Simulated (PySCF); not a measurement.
# Correlation energy of Cd²⁺ (cadmium, charge +2)

[Kr] 4d9 5s1, high-spin 3D determinant (an excited configuration). Calculation: PySCF 2.14, in def2-TZVPPD with the def2 core potential (28 electrons); scalar relativity through the core potential. Frozen: nothing; 18 electrons correlated.

```csv
level,correlation energy (mhartree)
CCSD,-580.42
(T),-12.37
CCSD(T),-592.79
```

Diagnostics: T1 = 0.0058, D1 = 0.0267, largest double amplitude 0.025.

Problem. Is a single reference adequate?

Solution. Yes, within this model without spin-orbit coupling: T1 lies below 0.03 and no double amplitude reaches 0.07.

The basis has no tight functions for the innermost shells, so their pair energies are far from complete.

This basis was not built for core-valence correlation, so the inner-shell part is incomplete.
